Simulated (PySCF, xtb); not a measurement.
## Relative energy of two structures of C2H4AlN

We compare a, a singlet given by its coordinates, with b, `C#[C][AlH][NH2]`, a singlet. Both are isolated molecules in the gas phase, relaxed with B3LYP/6-31G*; the shapes shown needn't be the lowest conformers.

a (Å):

```xyz
8

C    -2.9103    2.8102    1.4829
C     0.2301   -0.0849    1.3758
Al   -0.8982    0.9766    0.1915
N    -2.1210    2.0918    0.9680
H    -0.8878    0.9946   -1.3880
H    -0.3768   -0.7321    2.0223
H     0.8150    0.5601    2.0443
H     0.9308   -0.7217    0.8248
```

Close contacts (Å): C1–N4 1.19, C2–Al3 1.95, Al3–N4 1.83, C2–H6 1.10, C2–H7 1.10, C2–H8 1.10, Al3–H5 1.58.

b (Å):

```yaml
atoms:
  - { symbol: C, position_ang: [-2.7800, -0.5363, 0.4772] }
  - { symbol: C, position_ang: [-1.8175, 0.2104, 0.5178] }
  - { symbol: Al, position_ang: [-0.3266, 1.4038, 0.5460] }
  - { symbol: N, position_ang: [0.8847, 1.2034, 1.8308] }
  - { symbol: H, position_ang: [-3.6232, -1.1914, 0.4419] }
  - { symbol: H, position_ang: [-0.1336, 2.5519, -0.5216] }
  - { symbol: H, position_ang: [1.7096, 1.7818, 1.9339] }
  - { symbol: H, position_ang: [0.8498, 0.5008, 2.5592] }
```

Q: Estimate E(b) − E(a) at the level CCSD(T)/def2-SVP + ΔMP2/def2-TZVPP.

A: Calculated at CCSD(T)/def2-SVP + ΔMP2/def2-TZVPP: E(b) − E(a) = +10.5 kcal/mol, so structure a lies lower.

The same difference at several levels:

| level | geometry | E(b) − E(a) (kcal/mol) | departure from the last row (kcal/mol) | job, with rough time for the two |
| --- | --- | --- | --- | --- |
| GFN2-xTB | GFN2-xTB | −0.7 | −11.2 | optimisation, 0.15 s |
| HF/STO-3G | GFN2-xTB | +43.5 | +33.0 | single point, 1.3 s |
| r2SCAN-D4/def2-SVP | GFN2-xTB | +13.2 | +2.7 | single point, 14 s |
| B3LYP/6-31G* | B3LYP/6-31G* | +16.6 | +6.1 | optimisation, 56 s |
| HF/def2-SVP | B3LYP/6-31G* | +21.5 | +11.0 | part of the CCSD(T) run |
| MP2/def2-SVP | B3LYP/6-31G* | +13.0 | +2.5 | part of the CCSD(T) run |
| CCSD(T)/def2-SVP | B3LYP/6-31G* | +15.7 | +5.2 | single point |
| CCSD(T)/def2-SVP + ΔMP2/def2-TZVPP | B3LYP/6-31G* | +10.5 |  | single point, 41 s |

GFN2-xTB puts the two in the other order. The largest departure from CCSD(T)/def2-SVP + ΔMP2/def2-TZVPP is that of HF/STO-3G, 33.0 kcal/mol. The last row adds to CCSD(T) the change of the MP2 difference between the two basis sets, here −5.2 kcal/mol, a large step that makes the value less sure.

With thermal terms from frequencies at re-optimised GFN2-xTB minima (ideal gas, soft modes damped towards free rotors, one conformer each, 298.15 K, 1 atm): the zero-point term adds 0.0 kcal/mol; ΔH is +10.6 and ΔG +10.5 kcal/mol.

The correlated steps freeze 8 core orbitals. Run with PySCF 2.14.0, xtb 6.7.1 (Pople sets with spherical d functions); the last row on 2 threads of Arm Neoverse V1 on a shared host.
